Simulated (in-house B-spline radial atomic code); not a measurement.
A fraction x of an electron is removed from 5p in Er+, starting from [Xe] 4f12 6s1 and keeping the highest spin. Computed with a B-spline radial code for spherical atoms: scalar-relativistic (X2C) B97-1, spin-polarised, spherical fractional occupations, Fermi nucleus of rms radius 5.2516 fm.

Caution: exact exchange at fractional occupations of open shells leaves self-interaction of up to several eV.

```csv
x,E(x) - E(0) (eV),5p down level (eV)
0,0.0000,-34.247
0.02,0.6870,-34.455
0.2,7.0588,-36.349
0.3,?,?
0.42,?,?
0.5,18.4468,-39.587
0.54,20.0390,-40.026
0.64,24.0966,-41.129
0.81,31.2493,-43.025
0.94,36.9377,-44.491
1,39.6276,-45.172
```

What belongs in the row x = 0.3?

An energy change of 10.7470 eV; 5p down at -37.417 eV.

What belongs in the row x = 0.42?

An energy change of 15.3147 eV; 5p down at -38.714 eV.

Check Janak's theorem between x = 0.02 and 0.2.

The slope of the energy is 35.40 eV; the orbital levels give 35.40 eV (-ε of the emptying orbital, averaged over the two points).
